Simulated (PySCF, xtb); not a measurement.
C4H2BrCl, SMILES C#C/C(Cl)=C\Br.

Harmonic wavenumbers (cm⁻¹) from GFN2-xTB run with xtb 6.7.1 at its own minimum, in rising order: 93, 170, 187, 225, 257, 442, 497, 640, 659, 692, 728, 761, 1019, 1215, 1600, 2243, 3108, 3394.

Q: What does PBE-D3(BJ)/def2-SVP run with PySCF give at its own minimum? (Estimate from the structure and the level; the computed values follow.)

A: 106, 175, 205, 255, 270, 477, 581, 624, 668, 701, 739, 753, 1008, 1220, 1579, 2149, 3164, 3406. Paired by order, the mean absolute difference is 25 cm⁻¹ and the zero-point energies are 25.6 and 25.8 kcal/mol.
